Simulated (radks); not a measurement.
Task: The table gives one normalised radial function P(r) = r R(r) of I+ in [Kr] 4d10 5s1 5p5 (r in bohr). All-electron calculation, scalar-relativistic Kohn-Sham, PBE, spin-polarised, spherical densities, point nucleus; open shells are filled with parallel spins first (spin-orbit coupling, left out, can overturn this in heavy ions). Program: a radial shooting solver on a logarithmic mesh with Libxc functionals.

| r | P |
|---|---|
| 0.0009479 | 0.0011 |
| 0.001264 | 0.0019 |
| 0.001673 | 0.0031 |
| 0.002231 | 0.0051 |
| 0.002976 | 0.0085 |
| 0.003937 | 0.0138 |
| 0.005252 | 0.0228 |
| 0.007004 | 0.0373 |
| 0.009268 | 0.0595 |
| 0.01236 | 0.0946 |
| 0.01649 | 0.1465 |
| 0.02199 | 0.2187 |
| 0.02909 | 0.3070 |
| 0.0388 | 0.4043 |
| 0.05176 | 0.4760 |
| 0.06848 | 0.4677 |
| 0.09134 | 0.3137 |
| 0.1218 | -0.0171 |
| 0.1612 | -0.4293 |
| 0.215 | -0.7153 |
| 0.2867 | -0.5760 |
| 0.3794 | 0.0407 |
| 0.506 | 0.8462 |
| 0.6749 | 1.2889 |
| 0.893 | 1.1347 |
| 1.191 | 0.6471 |
| 1.588 | 0.2382 |
| 2.102 | 0.0562 |
| 2.803 | 0.0070 |
| 3.739 | 0.0004 |
| 4.947 | 0.0000 |
| 6.598 | 0.0000 |

Which n and l does it have? It may be an empty orbital.

Result: n = 4, l = 1: the number of nodes gives n - l - 1 = 2, the rise at small r (about r^(l+1), flatter next to the nucleus through relativity) gives l, and the extent must fit the shell. The curve is that of 4p down; the table hardly tells the two spins apart. 4p down: eigenvalue -138.34 eV, 2 radial nodes at r = 0.120, 0.374 bohr, <r> = 0.791 bohr, 90 % of the charge inside 1.16 bohr.
